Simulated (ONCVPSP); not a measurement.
# Plane-wave convergence, ONCV potential for Ar (Z = 18)

Ar (Z = 18), optimised norm-conserving Vanderbilt (ONCV), made with ONCVPSP 4.0.1 (PBE, fully relativistic). Core [He], reference 2s2 2p6 3s2 3p6. Waves: 2s+3s: rc 0.65 bohr, ncon 3, nbas 6, qcut 17.8 1/bohr, 3 projectors, debl 3.5 Ha; 2p+3p: rc 0.65 bohr, ncon 4, nbas 7, qcut 18.6 1/bohr, 2 projectors. Local part: polynomial inside 0.45 bohr (lpopt 5, dvloc0 0 Ha). Core correction: none.

Open shells are filled in proportion to 2j + 1.

For each optimised wave give the share of its norm inside rc, the residual kinetic energy above qcut (Ha) and the cutoffs (Ha) for errors of 10, 1, 0.1 and 0.01 mHa per electron.

```json
{"wave": "2s", "norm inside rc": "0.903", "residual KE": "4.4e-06", "10 mHa": "44.9", "1 mHa": "102.5", "0.1 mHa": "128.0", "0.01 mHa": "148.2"}
{"wave": "3s", "norm inside rc": "0.053", "residual KE": "3.2e-06", "10 mHa": "38.0", "1 mHa": "96.6", "0.1 mHa": "128.1", "0.01 mHa": "149.2"}
{"wave": "s projector 3", "norm inside rc": "0.027", "residual KE": "3.4e-06", "10 mHa": "36.0", "1 mHa": "92.0", "0.1 mHa": "127.0", "0.01 mHa": "149.7"}
{"wave": "2p j=3/2", "norm inside rc": "0.916", "residual KE": "6.6e-04", "10 mHa": "144.8", "1 mHa": "167.6", "0.1 mHa": "339.1", "0.01 mHa": "489.2"}
{"wave": "3p j=3/2", "norm inside rc": "0.040", "residual KE": "3.5e-04", "10 mHa": "127.7", "1 mHa": "159.8", "0.1 mHa": "245.0", "0.01 mHa": "433.6"}
{"wave": "2p j=1/2", "norm inside rc": "0.918", "residual KE": "6.8e-04", "10 mHa": "145.1", "1 mHa": "168.0", "0.1 mHa": "340.1", "0.01 mHa": "491.3"}
{"wave": "3p j=1/2", "norm inside rc": "0.040", "residual KE": "3.7e-04", "10 mHa": "128.4", "1 mHa": "160.4", "0.1 mHa": "248.3", "0.01 mHa": "436.7"}
```

The occupied waves need 168 Ha and 340 Ha for 1 and 0.1 mHa. Its largest configuration-test error is +814 meV.
